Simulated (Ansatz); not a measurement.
A nudged elastic band was laid between two geometries of AlClF₃H₅NOTa (13 atoms, charge 0, multiplicity 1).

Theory: RHF/def2-SVP in Ansatz 0.2.0.

| Property | Result |
| --- | --- |
| movable images | 5 |
| climbing image | yes |
| spring | 5.0 eV/Å² |
| optimiser | quadratic models (default) |
| start path | through a guess of the saddle point |
| force threshold | 0.05 eV/Å |
| iteration limit | 60 |
| end points | relaxed |

Image 0:

```xyz
13
Properties=species:S:1:pos:R:3
Ta 0.500 -0.241 -0.067
N 2.181 0.729 -0.125
H 2.725 0.956 0.690
H 2.560 1.146 -0.958
F 0.770 -0.507 1.778
F 0.399 -0.089 -1.942
F -0.810 1.058 0.208
Cl -1.531 -1.993 -0.053
O 1.269 -2.175 -0.362
Al 0.072 -3.622 -0.380
H -0.026 -4.228 -1.828
H 0.254 -4.496 0.914
H 2.200 -2.304 -0.491
```

Image 6:

```xyz
13
Properties=species:S:1:pos:R:3
Ta -0.074 -0.441 0.036
N 2.184 -0.048 -0.453
H 2.768 -0.241 0.346
H 2.287 0.930 -0.680
F 0.636 -0.436 1.796
F -0.179 -0.265 -1.850
F 0.020 1.466 0.105
Cl -2.345 -0.634 0.534
O 0.361 -2.266 -0.146
Al 0.686 -3.940 -0.308
H 2.159 -4.326 -0.711
H -0.463 -4.975 -0.051
H 2.525 -0.588 -1.233
```

**Question.** What changes between the two ends?

**Answer.** Bonds broken: Cl8–Al10, O9–H13. Bonds formed: N2–H13.

**Question.** What energy profile does the band end with?

**Answer.** The forces met the threshold. The highest image is number 2 of 0 to 6, 142.4 kJ/mol above the first end and 177.3 kJ/mol above the last; the last end lies 34.9 kJ/mol below the first. Neighbouring images differ by up to 1.6 eV, so the band resolves the path poorly. A vibrational analysis at the climbing image gives one clearly imaginary mode, 1817i cm⁻¹: a first-order saddle point. The orbitals stay closed-shell, which can raise the energy where a bond breaks towards radicals; this wasn't checked here.

| image | path coordinate (Å) | energy (kJ/mol) | Cl8–Al10 (Å) | O9–H13 (Å) | N2–H13 (Å) |
| --- | --- | --- | --- | --- | --- |
| 0 | 0.00 | 0.0 | 2.31 | 0.95 | 3.05 |
| 1 | 0.92 | 19.7 | 2.38 | 0.95 | 2.43 |
| 2 | 1.84 | 142.4 | 2.65 | 1.18 | 1.34 |
| 3 | 3.13 | -10.6 | 3.39 | 2.32 | 1.01 |
| 4 | 4.42 | -28.6 | 4.23 | 2.78 | 1.01 |
| 5 | 5.71 | -32.6 | 4.42 | 2.83 | 1.01 |
| 6 | 7.00 | -34.9 | 4.56 | 2.95 | 1.01 |

**Question.** What is the geometry of the highest image?

**Answer.** 
```xyz
13
Properties=species:S:1:pos:R:3
Ta 0.193 -0.285 -0.046
N 2.285 0.059 -0.234
H 2.803 0.364 0.574
H 2.630 0.518 -1.062
F 0.583 -0.222 1.791
F 0.198 0.126 -1.881
F -0.931 1.193 0.212
Cl -1.603 -1.954 -0.022
O 1.214 -2.026 -0.316
Al 0.425 -3.614 -0.390
H 0.187 -4.196 -1.828
H 0.464 -4.464 0.928
H 2.116 -1.265 -0.341
```

Run time: 4.2 min on 4 threads of Intel(R) Xeon(R) 6975P-C (Granite Rapids), on a shared host, peak memory 0.54 GiB.
